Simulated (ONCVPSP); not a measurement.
**lithium: excitation energies, all-electron against ONCV**

Li, optimised norm-conserving Vanderbilt (ONCV), made with ONCVPSP 4.0.1 (BLYP, scalar-relativistic). Core none, reference 1s2 2s1. Waves: 1s+2s: rc 1.20 bohr, ncon 4, nbas 8, qcut 9 1/bohr, 2 projectors; p scattering state at 0.11 Ha: rc 1.25 bohr, ncon 4, nbas 7, qcut 6 1/bohr, 2 projectors, debl 1.3 Ha. Local part: polynomial inside 1.10 bohr (lpopt 5, dvloc0 0 Ha). Core correction: none.

Energies are relative to the spin-unpolarised reference configuration 1s2 2s1; without spin polarisation the order of configurations can differ from experiment.

**Question.** Give the all-electron excitation energy and the error of the potential for: 1s2 2s0; 1s2 2s0.5; 1s2 2s0 2p1; 1s1 2s1.

**Answer.**

```tsv
valence configuration	charge	ΔE all-electron (eV)	error AE − PS (meV)
1s2 2s0	+1	5.322	+0.4
1s2 2s0.5	+0.5	2.009	+0.1
1s2 2s0 2p1	0	1.798	+0.6
1s1 2s1	+1	68.705	+1197
```
